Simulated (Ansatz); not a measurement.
Consider the formal hydrolysis of the Nb–Cl bond: `[O]=[Nb]([F])([F])[Cl]` + H₂O → `[O]=[Nb]([OH])([F])[F]` + HCl.

Gas-phase electronic energies from Ansatz, PBE0-D4/def2-TZVP geometries. CBS: MP2 limit from def2 TZ/QZ plus the TZ coupled-cluster correction, frozen cores. This one scheme is used for every species. Functionals use def2-TZVPP. def2 core potentials past Kr. For Nb outer-core shells are correlated without core-valence functions, which leaves a few kJ/mol of doubt a bond. Each species was taken in one conformer, which may not be the lowest.

```
           level  ΔE (kJ/mol)
     LDA (SPW92)         10.0
         PBE0-D4         17.6
         ωB97X-V         10.3
CCSD(T)/def2-SVP          1.2
```

Task: What does CCSD(T)/CBS give? (Best estimate.)

Result: The calculation gave: +18.8 kJ/mol. The listed levels differ from it by -8.8, -1.2, -8.5, -17.6 kJ/mol.

Largest T1 diagnostic among the species: 0.022, so the coupled-cluster value is less sure than usual.

Leaving LDA and LC-ωPBE aside and taking each functional with its dispersion term where it has one, the values, not all of them listed here, spread over 12.5 kJ/mol, from CAM-B3LYP-D4 to PBE-QIDH. LDA lies −4.8 kJ/mol from PBE without D4. At CCSD(T), def2-SVP lies −17.6 kJ/mol from the extrapolated value and def2-TZVPP −4.2 kJ/mol.
